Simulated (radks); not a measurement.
The mean radii <r> (bohr) of the occupied orbitals of an atom or ion are listed with their occupations. Method: scalar-relativistic Kohn-Sham, r2SCAN, spin-polarised, spherical densities, finite nucleus; meta-GGA in the generalised Kohn-Sham scheme; Fermi nuclear charge, rms radius of each element as measured or else 0.836 A^(1/3) + 0.57 fm; computed with a radial shooting solver on a logarithmic mesh with Libxc functionals.

| orbital | occ. | <r> |
|---|---|---|
| 1s down | 1 | 0.03707 |
| 1s up | 1 | 0.03707 |
| 2s up | 1 | 0.1625 |
| 2s down | 1 | 0.1625 |
| 2p up | 3 | 0.1417 |
| 2p down | 3 | 0.1417 |
| 3s up | 1 | 0.4573 |
| 3s down | 1 | 0.4574 |
| 3p up | 3 | 0.4614 |
| 3p down | 3 | 0.4614 |
| 3d up | 5 | 0.4526 |
| 3d down | 5 | 0.4526 |
| 4s up | 1 | 1.220 |
| 4s down | 1 | 1.212 |
| 4p up | 3 | 1.376 |
| 4p down | 3 | 1.363 |
| 5s up | 1 | 3.637 |
| 4d up | 2 | 2.248 |
| 5s down | 1 | 3.961 |

Name the element and its charge. Open shells, if any, are filled with parallel spins first.

Answer. Z = 40, zirconium, charge 0: Zr in [Kr] 4d2 5s2. The 1s radius gives Z: for a bare nucleus <r> = (2 gamma + 1)/(2Z) with gamma = sqrt(1 - (Z/c)^2), 0.03641 bohr for Z = 40, and screening makes it slightly larger (0.03707 here). The occupations add up to 40, and the charge is Z minus that.
